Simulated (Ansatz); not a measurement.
Consider the ligand exchange at the Si–Te bond: `[SeH][SiH2][TeH]` + PH₃ → `P[SiH2][SeH]` + H₂Te.

Calculated with Ansatz (gas phase, PBE0-D4/def2-TZVP geometries, no zero-point term in ΔE). CCSD(T)/CBS adds triple-zeta CCSD(T) − MP2 to the extrapolated MP2 energy (def2 sets, frozen cores). This one scheme is used for every species. DFT in def2-TZVPP. Elements past krypton have def2 core potentials. For Se, Te outer-core shells are correlated without core-valence functions, which leaves a few kJ/mol of doubt a bond. Scalar relativity is left out up to krypton. One conformer a species, not always the lowest.

`[SeH][SiH2][TeH]`:

Cartesian coordinates in Å:
```
Se -0.350 1.458 -1.228
Si 0.237 0.091 0.497
Te -1.525 -1.642 0.752
H 0.989 2.064 -1.311
H 1.572 -0.500 0.233
H 0.259 0.797 1.802
H -1.182 -2.267 -0.744
```

PH₃:

Cartesian coordinates in Å:
```
P -0.075 -0.532 0.220
H -1.094 0.168 -0.478
H 0.909 -0.231 -0.758
H 0.260 0.595 1.016
```

`P[SiH2][SeH]`:

```xyz
8

P     1.895    0.443    0.089
Si   -0.292    0.417   -0.426
Se   -1.337   -1.251    0.729
H     1.656    0.356    1.487
H     2.039   -0.961   -0.067
H    -0.428    0.208   -1.891
H    -0.874    1.740   -0.081
H    -2.659   -0.953    0.159
```

H₂Te:

Z-matrix (Å, degrees):
```
Te
H 1 1.656
H 1 1.656 2 90.4
```

| level | ΔE (kJ/mol) | difference from CCSD(T)/CBS |
| --- | --- | --- |
| PBE-D4 | 34.9 | -6.2 |
| revPBE-D4 | 33.2 | -7.9 |
| r2SCAN-D4 | 35.9 | -5.2 |
| PBE | 34.5 | -6.6 |
| r2SCANh | 36.6 | -4.5 |
| CAM-B3LYP | 35.5 | -5.6 |
| MP2/def2-TZVPP | 43.6 | 2.5 |
| CCSD/def2-TZVPP | 36.8 | -4.3 |
| SCS-MP2/def2-QZVPP | 44.3 | 3.2 |
| CCSD/CBS(def2) | 41.3 | 0.2 |
| CCSD(T)/CBS | 41.1 | 0 |

Largest T1 diagnostic among the species: 0.013.

Leaving LDA and LC-ωPBE aside and taking each functional with its dispersion term where it has one, the values, not all of them listed here, spread over 13.2 kJ/mol, from B97M-V to BHLYP-D4. At CCSD(T), def2-SVP lies −3.9 kJ/mol from the extrapolated value and def2-TZVPP −4.5 kJ/mol.
